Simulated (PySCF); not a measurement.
C4H5BO2.
SMILES with atom numbers: `[CH2:1]=[CH:2][C:3]1=[CH:4][O:5][BH:6][O:7]1` (hydrogens: H8, H9 on C1; H10 on C2; H11 on C4; H12 on B6)

Torsions of this conformer, `[CH2:1]=[CH:2][C:3]1=[CH:4][O:5][BH:6][O:7]1`: C1–C2–C3–C4 180°.

The closed-shell ground state was solved at several levels (PySCF, density fitting, gas phase, non-relativistic). One conformer (not necessarily the lowest) at the GFN2-xTB geometry, without solvent, vibrations or thermal averaging.

```tsv
level	basis functions	total energy (Eh)	HOMO (eV)	LUMO (eV)	gap (eV)	dipole (D)
B3LYP/def2-SVPD	186	-330.5600	-6.36	-1.13	5.23	1.40
B3LYP/pcJ-1	239	-330.7964	-6.33	-1.05	5.28	1.54
```

Problem. What might PBE0/pcSseg-1 (144 basis functions) give for the same quantities?

Solution. Total energy -330.3635 Eh, HOMO -6.54 eV, LUMO -0.86 eV, gap 5.68 eV, dipole 1.51 D.

Problem. Over all these levels, which gives the widest orbital gap and which the narrowest?

Solution. PBE0/pcSseg-1 (global hybrid, 25 % exact exchange) has the widest, 5.68 eV, and B3LYP/def2-SVPD (global hybrid, 20 % exact exchange) the narrowest, 5.23 eV. Functional and basis both differ between the two, so the spread mixes both effects.

Problem. How far do the dipole and the HOMO energy spread over the levels?

Solution. The dipole runs from 1.40 to 1.54 D (mean 1.48 D) and the HOMO from -6.54 to -6.33 eV.
